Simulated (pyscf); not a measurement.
F–Si(SiH₃)(SiH₃)–SiH₃, singlet

Gas-phase minimum from PySCF at ωB97X-D3(BJ)/def2-SVP, one conformer. 

SMILES: F[Si]([SiH3])([SiH3])[SiH3]
```xyz
14

F      0.0396     0.6306    -2.9635
Si    -0.4144     0.1229    -1.4629
Si     0.8808    -1.7214    -0.8573
Si    -0.0940     1.8451     0.0790
Si    -2.6688    -0.4792    -1.5028
H      0.6900    -2.8451    -1.8200
H      0.4303    -2.1591     0.4985
H      2.3275    -1.3616    -0.7969
H     -0.9210     3.0380    -0.2657
H     -0.5246     1.3231     1.4116
H      1.3422     2.2420     0.1536
H     -3.5275     0.6853    -1.8671
H     -3.0310    -0.9399    -0.1282
H     -2.9077    -1.5917    -2.4679
```

Bonded distances (Å): F1–Si2 1.648, Si2–Si3 2.334, Si2–Si4 2.334, Si2–Si5 2.334, Si3–H6 1.492, Si3–H7 1.494, Si3–H8 1.492, Si4–H9 1.492, Si4–H10 1.495, Si4–H11 1.492, Si5–H12 1.492, Si5–H13 1.494, Si5–H14 1.492. Angles (°): F1–Si2–Si3 109.1, F1–Si2–Si4 109.7, F1–Si2–Si5 109.3, Si3–Si2–Si4 109.6, Si3–Si2–Si5 109.7, Si4–Si2–Si5 109.5, Si2–Si3–H6 110.9, Si2–Si3–H7 107.4, Si2–Si3–H8 111.0, H6–Si3–H7 109.0, H6–Si3–H8 109.4, H7–Si3–H8 109.0, Si2–Si4–H9 111.2, Si2–Si4–H10 107.0 (the first ones only).

Properties at ωB97X-D3(BJ)/def2-SVP:

```
Property                                                                                                                                                                                                                                                                                                      Result
---------------------------------------------------------------------------------------------------------------------  ---------------------------------------------------------------------------------------------------------------------------------------------------------------------------------------------
Harmonic wavenumbers, unscaled                                                                                         82, 83, 85, 104, 104, 105, 168, 168, 347, 431, 432, 460, 529, 529, 554, 588, 589, 857, 875, 875, 920, 941, 948, 948, 949, 949, 956, 2237, 2237, 2243, 2250, 2251, 2255, 2255, 2258, 2258 cm⁻¹
Zero-point energy                                                                                                                                                                                                                                                                                      49.8 kcal/mol
Rotational symmetry number                                                                                                                                                                                                                                                                                         3
Entropy of this conformer at 298 K and 1 atm, rigid rotor and harmonic oscillator, modes under 100 cm⁻¹ raised to 100                                                                                                                                                                                422.2 J/(mol K)
Dipole moment                                                                                                                                                                                                                                                                                                 1.12 D
```

Single-point totals, which compare only within one level:

```json
[
 {"level": "ωB97X-D3(BJ)/def2-TZVP", "total energy (hartree)": "-1263.48169"},
 {"level": "PBE/def2-TZVP", "total energy (hartree)": "-1262.63771"},
 {"level": "r²SCAN/def2-TZVP", "total energy (hartree)": "-1263.19922"},
 {"level": "B3LYP-D3(BJ)/def2-TZVP", "total energy (hartree)": "-1263.46963"},
 {"level": "PBE0-D3(BJ)/def2-TZVP", "total energy (hartree)": "-1262.77352"},
 {"level": "M06-2X/def2-TZVP", "total energy (hartree)": "-1263.21076"},
 {"level": "ωB97M-D3(BJ)/def2-TZVP", "total energy (hartree)": "-1263.52623"}
]
```

Soft torsions are taken as harmonic, which can shift the entropy by several J/(mol K).
